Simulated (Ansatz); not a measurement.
`C[Se][SiH](Cl)Cl` from Hartree–Fock to CCSD(T)

Cartesian coordinates in Å:
```
C 0.1002 -0.1011 -1.6372
Se 0.6321 1.2698 -0.3413
Si 0.0268 0.1064 1.4794
Cl -1.9552 -0.4122 1.4246
Cl 0.3882 1.2928 3.0977
H -0.9716 -0.2744 -1.5754
H 0.3545 0.3004 -2.6162
H 0.6537 -1.0222 -1.4668
H 0.7713 -1.1595 1.6353
```

Total charge 0; spin multiplicity 1. Correlated methods freeze the filled d shell of Se. Scalar relativity is left out up to krypton. The geometry is a stationary point of PBE0-D4/def2-TZVP. It is one conformer, not always the lowest. Frozen core, restricted reference, Ansatz.

```csv
basis,HF (Eh),MP2 corr.,CCSD corr.,(T),CCSD(T) total
def2-SVP,-3647.39313,-0.62011,-0.67864,-0.01834,-3648.09011
def2-TZVPP,-3648.16064,-0.82700,-0.88981,-0.03917,-3649.08962
def2-QZVPP,-3648.24427,-0.90217,–,–,–
```
